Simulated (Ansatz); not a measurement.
Reaction (redistribution): `[NH2][AlH][SiH2]S` + `NB(F)[TeH]` → `[NH2][AlH][SiH2][TeH]` + `NB(F)S`

Gas-phase electronic energies from Ansatz, PBE0-D4/def2-TZVP geometries. CCSD(T)/CBS adds triple-zeta CCSD(T) − MP2 to the extrapolated MP2 energy (def2 sets, frozen cores). This one scheme is used for every species. DFT in def2-TZVPP. B3LYP here is the variant with VWN-RPA as its local correlation; programs differ in this. def2 core potentials past Kr. For Te outer-core shells are correlated without core-valence functions, which leaves a few kJ/mol of doubt a bond. One conformer a species, not always the lowest.

```json
{"level": "PBE-D4", "ΔE (kJ/mol)": "-35.0", "difference from CCSD(T)/CBS": "-1.8"}
{"level": "r2SCAN-D4", "ΔE (kJ/mol)": "-35.9", "difference from CCSD(T)/CBS": "-2.7"}
{"level": "PBE0-D4", "ΔE (kJ/mol)": "-36.5", "difference from CCSD(T)/CBS": "-3.3"}
{"level": "B3LYP-D4", "ΔE (kJ/mol)": "-33.2", "difference from CCSD(T)/CBS": "0.0"}
{"level": "B2PLYP", "ΔE (kJ/mol)": "-32.2", "difference from CCSD(T)/CBS": "1.0"}
{"level": "r2SCAN", "ΔE (kJ/mol)": "-35.7", "difference from CCSD(T)/CBS": "-2.5"}
{"level": "PBE0", "ΔE (kJ/mol)": "-35.6", "difference from CCSD(T)/CBS": "-2.4"}
{"level": "B3LYP", "ΔE (kJ/mol)": "-31.7", "difference from CCSD(T)/CBS": "1.5"}
{"level": "HF/def2-TZVPP", "ΔE (kJ/mol)": "-32.3", "difference from CCSD(T)/CBS": "0.9"}
{"level": "SCS-MP2/def2-TZVPP", "ΔE (kJ/mol)": "-31.4", "difference from CCSD(T)/CBS": "1.8"}
{"level": "HF/def2-QZVPP", "ΔE (kJ/mol)": "-31.7", "difference from CCSD(T)/CBS": "1.5"}
{"level": "MP2/def2-QZVPP", "ΔE (kJ/mol)": "-33.8", "difference from CCSD(T)/CBS": "-0.6"}
{"level": "SCS-MP2/def2-QZVPP", "ΔE (kJ/mol)": "-31.7", "difference from CCSD(T)/CBS": "1.5"}
{"level": "HF/CBS(def2)", "ΔE (kJ/mol)": "-31.6", "difference from CCSD(T)/CBS": "1.6"}
{"level": "MP2/CBS(def2)", "ΔE (kJ/mol)": "-34.5", "difference from CCSD(T)/CBS": "-1.3"}
{"level": "CCSD/CBS(def2)", "ΔE (kJ/mol)": "-32.8", "difference from CCSD(T)/CBS": "0.4"}
{"level": "CCSD(T)/CBS", "ΔE (kJ/mol)": "-33.2", "difference from CCSD(T)/CBS": "0"}
```

Largest T1 diagnostic among the species: 0.013.
